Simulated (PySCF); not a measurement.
H2O2Zn (SMILES [OH][Zn][OH]), singlet, at a GFN2-xTB geometry (such geometries of metal compounds can be far from the true shape); DF-CAMB3LYP/pcseg-2 in PySCF.

PySCF was given this input:
```python
from pyscf import gto, scf, dft

mol = gto.M(
    atom='''
Zn   -0.00043581    0.16948187    0.03107190
O     1.25323209   -0.15772531   -1.08183775
H     1.82660149    0.51561231   -1.44172741
O    -1.25144443   -0.53747576    0.95438330
H    -1.82782845   -0.03845981    1.52920600
''',
    basis='pcseg-2',
    verbose=4,
)

mf = dft.RKS(mol)
mf.xc = 'camb3lyp'
mf = mf.density_fit(auxbasis='def2-universal-jkfit')
mf.kernel()
mf.analyze()
```

Output, abridged:

```
PySCF version 2.14.0

[INPUT] verbose = 4
[INPUT] num. atoms = 5
[INPUT] num. electrons = 48
[INPUT] charge = 0
[INPUT] spin (= nelec alpha-beta = 2S) = 0
[INPUT] symmetry False subgroup None
[INPUT] Mole.unit = angstrom
[INPUT] Symbol           X                Y                Z      unit          X                Y                Z       unit  Magmom
[...]
nuclear repulsion = 183.593245567418
number of shells = 19
number of NR pGTOs = 250
number of NR cGTOs = 144
basis = pcseg-2
ecp = {}

******** <class 'pyscf.df.df_jk.DFRKS'> ********
method = DFRKS
initial guess = minao
damping factor = 0
level_shift factor = 0
DIIS = <class 'pyscf.scf.diis.CDIIS'>
diis_start_cycle = 1
diis_space = 8
diis_damp = 0
SCF conv_tol = 1e-09
SCF conv_tol_grad = None
SCF max_cycles = 50
direct_scf = False
XC library pyscf.dft.libxc version 7.1.2
    S. Lehtola, C. Steigemann, M. J. T. Oliveira, and M. A. L. Marques,  SoftwareX 7, 1–5 (2018)
XC functionals = camb3lyp
    T. Yanai, D. P. Tew, and N. C. Handy,  Chem. Phys. Lett. 393, 51 (2004)
radial grids:
    Treutler-Ahlrichs [JCP 102, 346 (1995); DOI:10.1063/1.469408] (M4) radial grids

becke partition: Becke, JCP 88, 2547 (1988); DOI:10.1063/1.454033
pruning grids: <function nwchem_prune>
grids dens level: 3
symmetrized grids: False
atomic radii adjust function: <function treutler_atomic_radii_adjust>
small_rho_cutoff = 0
Set gradient conv threshold to 3.16228e-05
Initial guess from minao.
tot grids = 68424
******** <class 'pyscf.df.df.DF'> ********
auxbasis = def2-universal-jkfit
Create RSH-DF object <pyscf.df.df.DF object> for omega=0.33
******** <class 'pyscf.df.df.DF'> ********
auxbasis = auxmol.basis = def2-universal-jkfit
init E= -1930.97058319071
[...]
cycle= 1 E= -1930.92538321115  delta_E= 0.0452  |g|= 1.58  |ddm|= 1.96
[...]
cycle= 2 E= -1930.34439157571  delta_E= 0.581  |g|= 2.62  |ddm|=  1.7
[...]
cycle= 3 E= -1931.25099755948  delta_E= -0.907  |g|= 0.0569  |ddm|=  1.1
[...]
cycle= 4 E= -1931.2516267152  delta_E= -0.000629  |g|= 0.0287  |ddm|= 0.0599
[...]
cycle= 5 E= -1931.25172864952  delta_E= -0.000102  |g|= 0.0159  |ddm|= 0.0193
[...]
cycle= 6 E= -1931.25175790767  delta_E= -2.93e-05  |g|= 0.00225  |ddm|= 0.00795
[...]
cycle= 7 E= -1931.25175939844  delta_E= -1.49e-06  |g|= 0.000591  |ddm|= 0.00315
[...]
cycle= 8 E= -1931.25175949488  delta_E= -9.64e-08  |g|= 0.000174  |ddm|= 0.000831
[...]
cycle= 9 E= -1931.25175950402  delta_E= -9.14e-09  |g|= 2.91e-05  |ddm|= 0.000224
[...]
cycle= 10 E= -1931.25175950435  delta_E= -3.32e-10  |g|= 4.05e-06  |ddm|= 4.95e-05
[...]
Extra cycle  E= -1931.25175950437  delta_E= -1.64e-11  |g|= 3.69e-06  |ddm|= 6.7e-06
converged SCF energy = -1931.25175950437
**** SCF Summaries ****
Total Energy =                       -1931.251759504369602
Nuclear Repulsion Energy =             183.593245567418279
One-electron Energy =                -3058.181507441169742
Two-electron Energy =                  943.336502369381833
Two-electron Coulomb Energy =         1032.595446703260677
DFT Exchange-Correlation Energy =      -89.258944333878787
HOMO-LUMO gap [eV] =                     9.217771053410537
**** MO energy ****
[...]
 ** Mulliken pop on meta-lowdin orthogonal AOs  **
 ** Mulliken pop  **
 ** Mulliken atomic charges  **
charge of    0Zn =      1.37093
charge of    1O =     -1.02316
charge of    2H =      0.33770
charge of    3O =     -1.02316
charge of    4H =      0.33770
Dipole moment(X, Y, Z, Debye): -0.00975,  3.78789,  0.69445
```
